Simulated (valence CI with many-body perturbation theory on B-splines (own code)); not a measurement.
The numbers below are computed, except where a source is named.
Pm IV: magnetic and hyperfine properties of the levels

Level of theory: valence CI with perturbative core correlation (CI+MBPT): four valence electrons over a frozen Dirac-Fock core [Xe], radial functions for each j: 8 s, 8 p, 9 d, 9 f, 6 g, 3 h, 2 i, with the one-electron correlation potential Σ1, the two-electron term Σ2, the three-electron term Σ3, Breit, model QED; the open f shell's mean field enters the energy denominators; selected CI, second order for the rest, scaled by the run's own slope (own B-spline code, finite nucleus).

With an open or low-lying f shell, different configurations can be misplaced against each other by up to about 5,000 cm⁻¹. No measured levels were compared; by estimate terms of the open shell hold to a few per cent of their energy, and close levels can change places. Core correlation moves these levels by up to 11000 cm⁻¹, and in measured spectra 5 to 20 % of such shifts remained as error; rates that hang on mixing are uncertain with them. Among the levels kept, up to 330 cm⁻¹ of a level comes from second order outside the variational space, and about a tenth of that is noise between levels of different J, which matters for small intervals. Only levels of the ground parity were solved; by the run's estimate the other parity begins above the list, which can be wrong where configurations are misplaced.

A/g_I is the dipole constant over the nuclear g factor μ/I (μ in nuclear magnetons, uniformly magnetised nucleus), B/Q the quadrupole constant per barn. Both hold the static response of the core; the bare values leave it out. Large factors of s and p1/2 electrons are usually good to 5 to 10 %; those of open d and f shells near neutrality can be off by tens of per cent, and small factors of p3/2, d and f electrons come from cancelling terms and can be off by a factor of two or in sign, in half-filled shells by more. B is blank for J = 1/2, where it vanishes, and for nearly pure S terms. Energies count from the lowest level. Levels with J = 0 are left out.

Names give the largest LS component (configuration and term), which can be under half, so a name can repeat, a term be missing and a line seem to break the LS rules; names also repeat where a configuration has a term twice. Letters in brackets count levels of one name in rising energy.

```csv
Level,E (eV),g,A/g_I (MHz),A/g_I bare,B/Q (MHz/b),B/Q bare
4f4 5I_4,0.0000,0.605,754,771,-270,-289
4f4 5I_5,0.1936,0.901,570,605,-252,-273
4f4 5I_6,0.4028,1.070,468,514,-257,-280
4f4 5I_7,0.6216,1.175,410,464,-276,-302
4f4 5I_8,0.8456,1.244,377,437,-306,-335
4f4 5F_1,1.564,0.023,1320,1320,101,108
4f4 5F_2,1.620,1.010,600,655,118,127
4f4 5F_3,1.730,1.241,397,460,122,128
4f4 5S_2,1.771,1.959,-94.2,10.2,,
4f4 5F_4,1.850,1.319,339,405,97.5,101
4f4 5F_5,2.023,1.381,265,330,291,308
4f4 3K_6,2.074,0.860,602,637,92.4,105
4f4 5G_2,2.238,0.363,941,941,-22.8,-19.3
4f4 3H_4 [a],2.239,0.957,577,622,-203,-217
4f4 3K_7,2.239,0.999,520,564,208,223
4f4 5G_3,2.304,0.893,619,659,8.32,13.4
4f4 3K_8,2.443,1.095,464,514,269,284
4f4 3H_5 [a],2.530,1.158,406,458,-97.2,-106
4f4 5G_4,2.562,1.053,496,544,-81.0,-84.0
4f4 3G_3 [a],2.733,0.793,643,670,-259,-276
4f4 5G_5,2.807,1.163,428,483,-167,-178
4f4 5G_6,2.852,1.289,313,372,-83.5,-93.8
4f4 3D_2,2.871,1.227,422,486,184,201
4f4 3L_7,2.920,0.898,549,583,407,442
4f4 3P_1,3.006,1.009,691,758,-3.99,-5.80
4f4 3L_8,3.063,1.007,492,534,594,639
4f4 3H_6 [a],3.088,1.202,401,459,-291,-314
4f4 3G_4 [a],3.106,1.038,495,539,-255,-271
4f4 3L_9,3.186,1.086,464,513,762,816
4f4 3M_8,3.207,0.953,544,585,746,803
4f4 3D_3,3.229,1.301,255,308,270,292
4f4 1D_2 [a],3.292,1.081,409,449,-106,-117
4f4 3F_4 [a],3.407,1.210,371,427,-293,-319
4f4 3G_5,3.419,1.165,407,459,-130,-140
4f4 3D_1,3.498,0.974,792,865,40.6,46.3
4f4 3I_5,3.590,0.869,542,570,74.2,75.9
4f4 3F_2 [a],3.609,1.026,315,335,-2.63,-2.10
4f4 3M_9,3.652,1.035,462,504,880,945
4f4 3F_2 [b],3.660,0.703,863,906,254,278
```

Task: Take the isotope of mass number 147, with I = 7/2, μ = 2.58 μN and Q = 0.74 b. What is the hyperfine structure of 4f4 5I_7?

Result: From the table A = 302 MHz, B = -204 MHz. Shifts from the centre of gravity in MHz: F = 7/2: -8530, F = 9/2: -7140, F = 11/2: -5440, F = 13/2: -3450, F = 15/2: -1160, F = 17/2: 1400, F = 19/2: 4240, F = 21/2: 7350.
